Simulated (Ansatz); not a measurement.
`C[Si]1([AlH2])BC1`, charge 0, multiplicity 1.

Question: Give a relaxed structure at PBE0-D4/def2-TZVP (Ansatz). (Best estimate.)

Answer: Computed: 
Z-matrix (Å, degrees):
```
C
Si 1 1.903
H 1 1.092 2 113.8
H 1 1.095 2 107.9 3 -119.1
H 1 1.092 2 111.0 3 123.3
Al 2 2.393 1 110.9 3 -86.2
B 2 2.115 1 99.6 3 -22.7
C 2 1.904 1 107.9 3 22.2
H 6 1.596 2 120.5 1 158.9
H 6 1.585 2 114.2 1 -32.4
H 7 1.193 2 161.1 1 -35.9
H 8 1.088 2 124.2 1 30.8
H 8 1.093 2 109.7 1 165.2
```
This is one stationary point; other conformers may exist.
